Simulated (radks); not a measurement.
Problem. The mean radii <r> (bohr) of the occupied orbitals of an atom or ion are listed with their occupations. Calculated with a radial shooting solver on a logarithmic mesh with Libxc functionals: scalar-relativistic Kohn-Sham, PBE, spin-polarised, spherical densities, finite nucleus; Fermi nuclear charge, rms radius of each element as measured or else 0.836 A^(1/3) + 0.57 fm.

| orbital | occ. | <r> |
|---|---|---|
| 1s down | 1 | 0.02274 |
| 1s up | 1 | 0.02274 |
| 2s up | 1 | 0.09702 |
| 2s down | 1 | 0.09702 |
| 2p up | 3 | 0.08548 |
| 2p down | 3 | 0.08548 |
| 3s up | 1 | 0.2550 |
| 3s down | 1 | 0.2549 |
| 3p up | 3 | 0.2534 |
| 3p down | 3 | 0.2532 |
| 3d up | 5 | 0.2311 |
| 3d down | 5 | 0.2309 |
| 4s up | 1 | 0.5772 |
| 4s down | 1 | 0.5772 |
| 4p up | 3 | 0.6101 |
| 4p down | 3 | 0.6102 |
| 4d up | 5 | 0.6631 |
| 4d down | 5 | 0.6636 |
| 5s up | 1 | 1.350 |
| 5s down | 1 | 1.359 |
| 5p up | 3 | 1.541 |
| 5p down | 3 | 1.555 |
| 4f up | 4 | 0.8498 |
| 5d up | 1 | 2.103 |

Name the element and its charge. Open shells, if any, are filled with parallel spins first.

Solution. Z = 62, samarium, charge +3: Sm3+ in [Xe] 4f4 5d1. The 1s radius gives Z: for a bare nucleus <r> = (2 gamma + 1)/(2Z) with gamma = sqrt(1 - (Z/c)^2), 0.02245 bohr for Z = 62, and screening makes it slightly larger (0.02274 here). The occupations add up to 59, and the charge is Z minus that.
